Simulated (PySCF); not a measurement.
## How methods differ on the excitation energy of O

O [He] 2s2 2p4 (3P) → O [He] 2s1 2p5 (3P), as a difference of total energies. Computed with PySCF 2.14 in dyall-av3z (15s9p3d2f, 71 functions), with the non-relativistic Hamiltonian (point nucleus). Correlated levels: valence: 1s2 frozen; virtual orbitals above 40 to 60 times the deepest correlated orbital energy dropped. The calculations carry no spin-orbit coupling.

```
           method  excitation energy (eV)
              UHF                  16.847
    MP2 (valence)                  16.017
SCS-MP2 (valence)                  15.956
   CCSD (valence)                  15.609
CCSD(T) (valence)                  15.263
```

Problem. How much does correlation contribute at CCSD(T) (valence)?

Solution. 15.263 − (16.847) = -1.584 eV, measured against UHF.

The upper state lies above the first ionisation limit, where it may autoionise and the basis confines it.

The coupled-cluster amplitudes are large for the upper state (T1 above 0.03 or a double amplitude above 0.15), so a single reference is strained.
